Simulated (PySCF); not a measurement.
Species: C5H4FP.
Numbering: `[F:1][c:2]1[cH:3][cH:4][p:5][cH:6][cH:7]1` (hydrogens: H8 on C3; H9 on C4; H10 on C6; H11 on C7)

Geometry (GFN2-xTB, Å), atoms numbered from 1 in this order:
```xyz
11
C5H4FP angstrom
F     -0.4927    2.3947    0.1159
C     -0.2202    1.0717    0.0501
C     -1.2904    0.2005   -0.0531
C     -1.1157   -1.1641   -0.1268
P      0.4106   -1.9907   -0.1010
C      1.4877   -0.6357    0.0328
C      1.1085    0.6875    0.0916
H     -2.2852    0.6234   -0.0747
H     -1.9988   -1.7856   -0.2070
H      2.5456   -0.8632    0.0726
H      1.8562    1.4643    0.1735
```

The calculation used TDDFT B3LYP/def2-SVPD, vertical, gas phase, core orbitals frozen in the response (PySCF).

Ground-to-excited transition dipoles (e·a0, same axes as the geometry; the sign carries no meaning), for the states with f of 0.002 or more among the lowest 8:

```
state  E (eV)      μx      μy      μz
   S1   4.745  -0.372  -0.076  -0.023
   S2   5.124   0.012   0.041  -0.355
   S3   5.135   0.205  -0.996  -0.056
   S5   6.121   1.225   0.248   0.075
   S7   6.636   0.018   0.011  -0.283
   S8   6.693   0.327  -1.586  -0.077
```

(1) Work out the oscillator strengths.

(2) The point group is C2v. Which irreducible representation does each state belong to?

(3) All atoms lie in one plane. Which transitions are polarised in it and which across it?

(4) What angle do the transition dipoles of S3 and S8 make?

(5) How is the summed strength of these states shared among x, y and z?

(6) What peak molar absorption coefficient would the strongest computed level give as a lone Gaussian band 0.3 eV wide at half height?

Results:

(1) f = (2/3) ΔE |μ|² with ΔE in hartree (27.2114 eV).

| state | \|μ\|² (au) | \|μ\| (D) | f |
| --- | --- | --- | --- |
| S1 | 0.144 | 0.97 | 0.017 |
| S2 | 0.128 | 0.91 | 0.016 |
| S3 | 1.038 | 2.59 | 0.131 |
| S5 | 1.567 | 3.18 | 0.235 |
| S7 | 0.081 | 0.72 | 0.013 |
| S8 | 2.628 | 4.12 | 0.431 |

(2) From a totally symmetric ground state, an allowed state transforms like the component of the dipole operator along its μ. Polarised along the twofold axis, so A1: S3 and S8. Polarised across the twofold axis, so B1 or B2: S1, S2, S5 and S7. Which of B1 and B2 hangs on the choice of axes; S1 and S5 take one label and S2 and S7 the other.

(3) In the plane: S1, S3, S5 and S8. Perpendicular: S2 and S7. In-plane polarisation joins two orbitals of the same parity under reflection in the plane (π with π, or σ with σ, in-plane lone pairs counted as σ); perpendicular polarisation joins orbitals of opposite parity.

(4) |cos θ| = |μa·μb| / (|μa| |μb|) = 1.00, so θ ≈ 0° (taken between 0 and 90°, since the signs are arbitrary).

(5) (2/3) Σ ΔE μα² gives 0.264 for x, 0.547 for y and 0.031 for z, 0.842 in all.

(6) ε(max) = 2.175×10⁸ f / FWHM, with the width in cm⁻¹. S8: 2.175×10⁸ × 0.4310 / 2420 ≈ 39000 L mol⁻¹ cm⁻¹.
